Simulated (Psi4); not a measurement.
C2H6BCl (SMILES CB(C)Cl), singlet, at a GFN2-xTB geometry; MP2/cc-pVDZ run with Psi4.

Here is a job for Psi4.
```
memory 2 GB

molecule {
0 1
B    -0.34120890   -0.05494083    0.06922011
Cl    1.31737130    0.21165698   -0.26623350
C    -0.74028388   -0.96938481    1.29424209
H    -1.68279411   -1.48857700    1.13714408
H    -0.87759584   -0.34579220    2.17868489
H     0.01858700   -1.70493447    1.55021912
C    -1.42962140    0.62064599   -0.85556640
H    -2.36100976    0.81692129   -0.32998274
H    -1.67554314   -0.05597241   -1.67503497
H    -1.09148008    1.54732316   -1.31321576
}

set {
  basis cc-pvdz
  freeze_core true
}

energy('mp2')
print_variables()
```

The log (banner, timings and long lists left out):

```
    SCF Algorithm Type (re)set to DF.

   => Loading Basis Set <=

    Name: CC-PVDZ
    Role: ORBITAL
    Keyword: BASIS

         ---------------------------------------------------------
                                   SCF
               by Justin Turney, Rob Parrish, Andy Simmonett
                          and Daniel G. A. Smith
                              RHF Reference
         ---------------------------------------------------------

  ==> Geometry <==

    Molecular point group: c1
    Full point group: C1

    Geometry (in Angstrom), charge = 0, multiplicity = 1:

       Center              X                  Y                   Z               Mass
    ------------   -----------------  -----------------  -----------------  -----------------
         B           -0.453563543623    -0.072974491223     0.091893936492    11.009305360000
         CL           1.205016656377     0.193623318777    -0.243559673508    34.968852682000
         C           -0.852638523623    -0.987418471223     1.316915916492    12.000000000000
         H           -1.795148753623    -1.506610661223     1.159817906492     1.007825032230
         H           -0.989950483623    -0.363825861223     2.201358716492     1.007825032230
         H           -0.093767643623    -1.722968131223     1.572892946492     1.007825032230
         C           -1.541976043623     0.602612328777    -0.832892573508    12.000000000000
         H           -2.473364403623     0.798887628777    -0.307308913508     1.007825032230
         H           -1.787897783623    -0.074006071223    -1.652361143508     1.007825032230
         H           -1.203834723623     1.529289498777    -1.290541933508     1.007825032230

  Running in c1 symmetry.

  Rotational constants: A =      0.24910  B =      0.15165  C =      0.09758 [cm^-1]
  Rotational constants: A =   7467.73560  B =   4546.28949  C =   2925.38239 [MHz]
  Nuclear repulsion =  141.264888925868263

  Charge       = 0
  Multiplicity = 1
  Electrons    = 40
  Nalpha       = 20
  Nbeta        = 20

  ==> Algorithm <==

  SCF Algorithm Type is DF.
  DIIS enabled.
  MOM disabled.
  Fractional occupation disabled.
  Guess Type is SAD.
  Energy threshold   = 1.00e-08
  Density threshold  = 1.00e-08
  Integral threshold = 1.00e-12

  ==> Primary Basis <==

  Basis Set: CC-PVDZ
    Blend: CC-PVDZ
    Number of shells: 44
    Number of basis functions: 90
    Number of Cartesian functions: 94
    Spherical Harmonics?: true
    Max angular momentum: 2

   => Loading Basis Set <=

    Name: (CC-PVDZ AUX)
    Role: JKFIT
    Keyword: DF_BASIS_SCF

  ==> Integral Setup <==

  SCF_SUBTYPE=INCORE selected. In-core MEM_DF algorithm will be used.
  Using in-core AOs.

  ==> MemDFJK: Density-Fitted J/K Matrices <==

    J tasked:                   Yes
    K tasked:                   Yes
    wK tasked:                   No
    Algorithm:                 Core
    Schwarz Cutoff:           1E-12
    Mask sparsity (%):       0.0000
    Fitting Condition:        1E-10

   => Auxiliary Basis Set <=

  Basis Set: (CC-PVDZ AUX)
    Blend: CC-PVDZ-JKFIT
    Number of shells: 162
    Number of basis functions: 460
    Number of Cartesian functions: 523
    Spherical Harmonics?: true
    Max angular momentum: 3

  Minimum eigenvalue in the overlap matrix is 5.2829659517E-03.
  Reciprocal condition number of the overlap matrix is 9.5838505636E-04.
    Using symmetric orthogonalization.

  ==> Pre-Iterations <==

  SCF Guess: Superposition of Atomic Densities via on-the-fly atomic UHF (no occupation information).

   -------------------------
    Irrep   Nso     Nmo
   -------------------------
     A         90      90
   -------------------------
    Total      90      90
   -------------------------

  ==> Iterations <==

                           Total Energy        Delta E     RMS |[F,P]|

   @DF-RHF iter SAD:  -562.83790215580166   -5.62838e+02   0.00000e+00
   @DF-RHF iter   1:  -563.35807076174592   -5.20169e-01   4.94356e-03 DIIS/ADIIS
   @DF-RHF iter   2:  -563.46608099817638   -1.08010e-01   1.97244e-03 DIIS/ADIIS
   @DF-RHF iter   3:  -563.48323421196346   -1.71532e-02   3.80807e-04 DIIS/ADIIS
   @DF-RHF iter   4:  -563.48471519170334   -1.48098e-03   1.04422e-04 DIIS/ADIIS
   @DF-RHF iter   5:  -563.48478633924617   -7.11475e-05   2.08128e-05 DIIS
   @DF-RHF iter   6:  -563.48479056083784   -4.22159e-06   4.68776e-06 DIIS
   @DF-RHF iter   7:  -563.48479077981949   -2.18982e-07   1.36183e-06 DIIS
   @DF-RHF iter   8:  -563.48479080525374   -2.54342e-08   3.64825e-07 DIIS
   @DF-RHF iter   9:  -563.48479080729931   -2.04557e-09   1.03440e-07 DIIS
   @DF-RHF iter  10:  -563.48479080748837   -1.89061e-10   2.40008e-08 DIIS
   @DF-RHF iter  11:  -563.48479080749814   -9.77707e-12   5.61565e-09 DIIS
  Energy and wave function converged.

  ==> Post-Iterations <==

    Orbital Energies [Eh]
    ---------------------

    Doubly Occupied:

[...]
    Virtual:

[...]
      90A      2.959456

    Final Occupation by Irrep:
              A
    DOCC [    20 ]
    NA   [    20 ]
    NB   [    20 ]

  @DF-RHF Final Energy:  -563.48479080749814

   => Energetics <=

    Nuclear Repulsion Energy =            141.2648889258682630
    One-Electron Energy =               -1054.9541646131422112
    Two-Electron Energy =                 350.2044848797757481
    Total Energy =                       -563.4847908074982570

Computation Completed

Properties will be evaluated at   0.000000,   0.000000,   0.000000 [a0]

Properties computed using the SCF density matrix

 Multipole Moments:

 ------------------------------------------------------------------------------------
     Multipole            Electronic (a.u.)      Nuclear  (a.u.)        Total (a.u.)
 ------------------------------------------------------------------------------------

 L = 1.  Multiply by 2.5417464519 to convert [e a0] to [Debye]
 Dipole X            :          7.9463379           -8.4927802           -0.5464423
 Dipole Y            :          1.2758261           -1.3631473           -0.0873212
 Dipole Z            :         -1.6042746            1.7138925            0.1096179
 Magnitude           :                                                    0.5641279

 ------------------------------------------------------------------------------------

  //>>>>>>>>>>>>>>>>>>>>>>>>>>>>>>>>>>>//
  //               DFMP2               //
  //<<<<<<<<<<<<<<<<<<<<<<<<<<<<<<<<<<<//

   => Loading Basis Set <=

    Name: (CC-PVDZ AUX)
    Role: RIFIT
    Keyword: DF_BASIS_MP2

	 --------------------------------------------------------
	                          DF-MP2
	      2nd-Order Density-Fitted Moller-Plesset Theory

	        Rob Parrish, Justin Turney, Andy Simmonett,
	           Ed Hohenstein, and C. David Sherrill
	 --------------------------------------------------------

   => Auxiliary Basis Set <=

  Basis Set: (CC-PVDZ AUX)
    Blend: CC-PVDZ-RI
    Number of shells: 114
    Number of basis functions: 328
    Number of Cartesian functions: 378
    Spherical Harmonics?: true
    Max angular momentum: 3

	 --------------------------------------------------------
	                 NBF =    90, NAUX =   328
	 --------------------------------------------------------
	   CLASS    FOCC     OCC    AOCC    AVIR     VIR    FVIR
	   PAIRS       8      20      12      70      70       0
	 --------------------------------------------------------

	-----------------------------------------------------------
	 ==================> DF-MP2 Energies <====================
	-----------------------------------------------------------
	 Reference Energy          =    -563.4847908074981433 [Eh]
	 Singles Energy            =      -0.0000000000000000 [Eh]
	 Same-Spin Energy          =      -0.1206238510089550 [Eh]
	 Opposite-Spin Energy      =      -0.3869749316246649 [Eh]
	 Correlation Energy        =      -0.5075987826336199 [Eh]
	 Total Energy              =    -563.9923895901317792 [Eh]
	-----------------------------------------------------------
	 ================> DF-SCS-MP2 Energies <==================
	-----------------------------------------------------------
	 SCS Same-Spin Scale       =       0.3333333333333333 [-]
	 SCS Opposite-Spin Scale   =       1.2000000000000000 [-]
	 SCS Same-Spin Energy      =      -0.0402079503363183 [Eh]
	 SCS Opposite-Spin Energy  =      -0.4643699179495979 [Eh]
	 SCS Correlation Energy    =      -0.5045778682859162 [Eh]
	 SCS Total Energy          =    -563.9893686757840214 [Eh]
	-----------------------------------------------------------

  Variable Map:
  ----------------------------------------------------------------------------
[...]
  Array Variable Map:
  ----------------------------------------------------------------------------
[...]
[...]
```
